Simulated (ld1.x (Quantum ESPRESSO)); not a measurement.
## Scattering properties, PAW potential for Se (Z = 34)

```json
{"Element": "Se", "Generator": "ld1.x (Quantum ESPRESSO) 7.5", "Type": "PAW", "Functional": "BLYP", "Relativity": "scalar-relativistic", "Frozen core": "[Ar]", "Valence charge": "16", "Reference configuration": "3d10 4s2 4p4", "Partial waves": "4s (bound): rcut 1.60, rcutus 1.70 bohr; 4s channel at -0.45 Ry: rcut 1.60, rcutus 1.70 bohr; 4p (bound): rcut 1.90, rcutus 2.05 bohr; 4p channel at 0.8 Ry: rcut 1.90, rcutus 2.05 bohr; 3d (bound): rcut 0.90, rcutus 1.20 bohr; 3d channel at 0.3 Ry: rcut 0.90, rcutus 1.20 bohr", "Local potential": "all-electron potential smoothed inside 1.25 bohr (lloc = -1)", "Core correction": "Bessel-smoothed model core inside 1.20 bohr", "Augmentation charge": "PSQ, radius 0.75 bohr"}
```

The phase is arctan(r·u′/u) with u = r·R(r), unwrapped; energies in Ry, scanned from -6 to 5 Ry. A pole is an energy at which the radial function vanishes at the test radius. The pseudo phase is shifted by a multiple of π to meet the all-electron one at the reference energy, and phase errors are pseudo minus all-electron; the curves can meet again beyond the range given. Levels narrower than the energy grid can be missing from the lists of poles.

Task: For each channel, where are the poles, and over which energies does the pseudopotential scatter like the atom?

Result:

```json
{"channel": "s", "radius (bohr)": "2.24", "reference energy (Ry)": "-1.26", "poles, all-electron": "-0.01", "poles, pseudo": "-0.01, 2.92", "unbroken range about the reference energy with phases within 0.05 rad": "below 2.7", "phase error 1 Ry above the reference energy (rad)": "-0.000"}
{"channel": "p", "radius (bohr)": "2.24", "reference energy (Ry)": "-0.47", "poles, all-electron": "1.42", "poles, pseudo": "1.42", "unbroken range about the reference energy with phases within 0.05 rad": "below 4.7", "phase error 1 Ry above the reference energy (rad)": "+0.000"}
{"channel": "d", "radius (bohr)": "2.24", "reference energy (Ry)": "-3.90", "poles, all-electron": "-3.88, 3.90", "poles, pseudo": "-3.88, 3.89", "unbroken range about the reference energy with phases within 0.05 rad": "the whole range", "phase error 1 Ry above the reference energy (rad)": "+0.000"}
```

Phases in the p channel:

```
E (Ry)  all-electron  pseudo
 -6.00         1.371   1.371
 -5.74         1.365   1.365
 -5.48         1.359   1.359
 -5.22         1.353   1.352
 -4.96         1.345   1.345
 -4.70         1.337   1.337
 -4.44         1.328   1.328
 -4.18         1.318   1.318
 -3.92         1.306   1.306
 -3.66         1.293   1.293
 -3.40         1.277   1.277
 -3.14         1.259   1.259
 -2.88         1.237   1.236
 -2.62         1.209   1.209
 -2.36         1.175   1.174
 -2.10         1.129   1.129
 -1.84         1.066   1.066
 -1.58         0.975   0.975
 -1.32         0.831   0.831
 -1.06         0.585   0.585
 -0.80         0.155   0.155
 -0.54        -0.424  -0.424
 -0.28        -0.878  -0.878
 -0.02        -1.141  -1.141
  0.24        -1.295  -1.295
  0.50        -1.393  -1.393
  0.76        -1.461  -1.461
  1.02        -1.512  -1.512
  1.28        -1.552  -1.552
  1.54        -1.585  -1.585
  1.80        -1.615  -1.615
  2.06        -1.641  -1.641
  2.32        -1.665  -1.666
  2.58        -1.690  -1.690
  2.84        -1.714  -1.716
  3.10        -1.740  -1.742
  3.36        -1.767  -1.771
  3.62        -1.798  -1.804
  3.88        -1.834  -1.843
  4.14        -1.876  -1.892
  4.40        -1.930  -1.957
  4.66        -2.000  -2.047
  4.92        -2.096  -2.185
```
